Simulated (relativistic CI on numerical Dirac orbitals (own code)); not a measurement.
# What each ingredient does to the levels of Zr XXVII

Base calculation: Dirac-Coulomb-Breit CI, separate exchange-only KLI orbitals for each configuration, a model potential for QED, unscaled Slater integrals.

CI space (outside the closed core [Ne]): 3s²3p², 3s3p³, 3s²3p3d, 3p⁴, 3s3p²3d, 3p³3d, 3s3p3d², 3s²3d4p, 3p³4s, 3s3p3d4s, 3s²3p4s, 3p³4p, 3s²3d², 3s3d³, 3p²3d², 3p3d³, 3p3d²4s, 3s²3d4s, 3s3d²4s, 3s3p3d4p, 3s3d²4p, 3p3d²4p, 3s3d4s4p. Double excitations out of closed p, d and f shells are left out; levels of such configurations are missing from the list, as are those of other unlisted configurations, and high levels can miss mixing partners.

Variants: (1) P86 correlation estimate; (2) non-relativistic limit; (3) only the first 3 configurations. Shifts of the energy above 3s²3p² ³P0, in cm⁻¹, for the lowest level and the first level of each name with at least 55 % of one term (blank where a level changes its place among those of its configuration and J or its character, or is not in the variant):

| Level | Base | Δ(1) | Δ(2) | Δ(3) |
| --- | --- | --- | --- | --- |
| 3s²3p² ³P0 | 0 | 0 | 0 | 0 |
| 3s²3p² ³P1 | 122812 | +2 | -122812 | -564 |
| 3s²3p² ¹S0 | 386326 | +32 | -248629 | +12558 |
| 3s3p³ ⁵S°2 | 609874 | +1705 | -251789 | -26232 |
| 3s3p³ ³D°1 | 730577 | +1675 | -228212 | -16136 |
| 3s3p³ ³D°2 | 758976 | +1673 | -256612 | -18990 |
| 3s3p³ ³D°3 | 803087 | +1674 | -300723 | -17904 |
| 3s3p³ ³P°0 | 876909 | +1687 | -303400 | -14057 |
| 3s3p³ ³P°1 | 892777 | +1683 | -319268 | -12761 |
| 3s²3p3d ³F°2 | 955650 | +1461 |  | -12657 |
| 3s²3p3d ³F°3 | 1013770 | +1331 | -213856 | -11076 |
| 3s²3p3d ³F°4 | 1121811 | +1326 | -321897 | -10602 |
| 3s²3p3d ³P°0 | 1195899 | +1373 | -296337 | -782 |
| 3s²3p3d ³D°3 | 1199877 | +1370 | -287496 | -986 |
| 3s²3p3d ¹F°3 | 1294026 | +1342 | -285101 | +199 |
| 3s²3p3d ¹P°1 | 1337829 | +1426 | -305753 | +8864 |
| 3s3p²3d ⁵F1 | 1413419 | +2867 | -246851 |  |
| 3s3p²3d ⁵F2 | 1440055 | +2948 | -273487 |  |
| 3s3p²3d ⁵F3 | 1468543 | +2867 | -301975 |  |
| 3s3p²3d ⁵F4 | 1532957 | +2867 | -366389 |  |
| 3s3p²3d ⁵D0 | 1533641 | +2988 | -335462 |  |
| 3s3p²3d ⁵F5 | 1585404 | +2868 | -418835 |  |

At this charge energies of transitions that change n are usually good to better than 1 %, and those within a shell (Δn = 0) to a few per cent.

Ionisation energy from the two ground configurations alone: base 1341.4 eV; P86 correlation estimate 1342.88 eV. The NIST ASD value (semi-empirical) is 1344 eV.

LS names give the leading component of a level, which can be under half, so a name can repeat, a term be missing and a line seem to break the LS rules.
